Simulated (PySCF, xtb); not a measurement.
C₃H₆FNSi, SMILES C#C[C@H](N)[SiH2]F. One conformer was computed; it need not be the lowest.

Harmonic wavenumbers (cm⁻¹) from xtb with GFN2-xTB at its own minimum, in rising order: 50, 109, 162, 200, 251, 283, 371, 454, 528, 565, 609, 673, 703, 711, 755, 802, 942, 952, 1086, 1118, 1164, 1304, 1546, 2281, 2338, 2373, 2875, 3390, 3395, 3424.

Task: What does PBE0-D3(BJ)/def2-SVP (PySCF) give at its own minimum? (The exact figures need the calculation; the answer reports its results.)

Result: 79, 91, 180, 218, 256, 309, 437, 504, 612, 663, 726, 728, 755, 851, 881, 904, 945, 957, 1122, 1173, 1185, 1373, 1627, 2232, 2257, 2270, 3049, 3489, 3529, 3621. Paired by order, the mean absolute difference is 70 cm⁻¹ and the zero-point energies are 50.6 and 52.9 kcal/mol.
